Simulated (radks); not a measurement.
Values are calculated unless marked as measured or tabulated.
Ho I, configuration [Kr] 4d10 4f11 5s2 5p4 6s2 6p2 (not the ground configuration). Level of theory: Dirac Kohn-Sham, XLYP, spin-unpolarised, spherical densities, point nucleus; open shells fill j = l - 1/2 first (a radial shooting solver on a logarithmic mesh with Libxc functionals).

Radial electron density D(r) = 4 pi r^2 rho(r):

r (bohr)  D(r) (e/bohr)
0.001635          11.02
0.001903          13.85
0.002233          17.51
0.0026            21.73
0.003051          27.04
0.003552          32.95
0.004168          40.10
0.004853          47.70
0.005695          56.35
0.006683          65.31
0.00778           73.63
0.00913           81.52
0.01063           87.49
0.01247           91.46
0.01452           92.60
0.01704           91.07
0.01984           87.73
0.02328           83.80
0.0271            81.69
0.0318            83.31
0.03702           89.54
0.04345           100.2
0.05099           111.6
0.05936           118.6
0.06965           118.2
0.08109           110.2
0.09516           98.42
0.1108            91.26
0.13              93.10
0.1513            101.3
0.1776            106.9
0.2068            100.2
0.2426            80.28
0.2847            58.69
0.3315            48.46
0.389             50.71
0.4528            56.47
0.5314            55.78
0.6186            46.65
0.726             33.53
0.8452            23.23
0.9918            16.42
1.155             12.39
1.355             8.920
1.577             5.915
1.851             3.479
2.172             2.120
2.529             1.638
2.968             1.498
3.455             1.348
4.054             1.047
4.72             0.7023
5.539            0.3891
6.448            0.1893
7.567           0.07481
8.809           0.02614
10.34          0.006870
12.03          0.001456
14.12         0.0002080

D(r) has 4 maxima, at r = 0.0144, 0.0638, 0.178, 0.487 bohr, and minima at 0.0278, 0.116, 0.345 bohr, inside which lie 2.01, 11.14, 29.53 electrons.
